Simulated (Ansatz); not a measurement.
`C#[C][Ti]([F])([F])[Cl]` + HCl → `[F][Ti]([F])([Cl])[Cl]` + `C#C` at 600 K and 1 bar (ligand exchange at a Ti–C bond).

Computed with Ansatz on PBE0-D4/def2-TZVP structures; ΔE is electronic, products minus reactants. CCSD(T)/CBS adds triple-zeta CCSD(T) − MP2 to the extrapolated MP2 energy (def2 sets, frozen cores). This one scheme is used for every species. For Ti outer-core shells are correlated without core-valence functions, which leaves a few kJ/mol of doubt a bond. Scalar relativity is left out up to krypton.

```json
{"species": "`C#[C][Ti]([F])([F])[Cl]`", "CCSD(T)/CBS energy (Eh)": "-1585.12976", "H − E (kJ/mol)": "125.2", "S (J/(mol·K))": "460.3"}
{"species": "HCl", "CCSD(T)/CBS energy (Eh)": "-460.38127", "H − E (kJ/mol)": "35.4", "S (J/(mol·K))": "207.2"}
{"species": "`[F][Ti]([F])([Cl])[Cl]`", "CCSD(T)/CBS energy (Eh)": "-1968.32938", "H − E (kJ/mol)": "69.1", "S (J/(mol·K))": "411.9"}
{"species": "`C#C`", "CCSD(T)/CBS energy (Eh)": "-77.22717", "H − E (kJ/mol)": "96.2", "S (J/(mol·K))": "235.4"}
```

H − E and S are ideal-gas, rigid-rotor, harmonic terms from PBE0-D4/def2-TZVP. 1 Eh = 2625.50 kJ/mol, R = 8.31446 J/(mol·K).

Problem. By hand: ΔE, ΔH, ΔS and ΔG.

Solution. ΔE = (-1968.32938) + (-77.22717) − (-1585.12976) − (-460.38127) = -0.04552 Eh = -119.5 kJ/mol. Δ(H − E) = 69.1 + 96.2 − 125.2 − 35.4 = 4.7, so ΔH = -114.8 kJ/mol. ΔS = 411.9 + 235.4 − 460.3 − 207.2 = -20.2 J/(mol·K). ΔG = -114.8 − 600 × (-20.2)/1000 = -102.7 kJ/mol.

Problem. By hand: the equilibrium constant, and the temperature at which ΔG would vanish if ΔH and ΔS stayed fixed.

Solution. log₁₀ K = −ΔG/(RT ln 10) = 8.9. ΔG = 0 at ΔH/ΔS = 5683 K, far beyond where these terms or the molecules hold.

ΔH outweighs TΔS. A doubt of 5 kJ/mol in ΔE shifts log₁₀ K by 0.4 here. These are equilibria of isolated gas molecules and say nothing of rates. Largest T1 diagnostic: 0.024 (customary marks: 0.02 for closed shells, 0.045 for open ones).
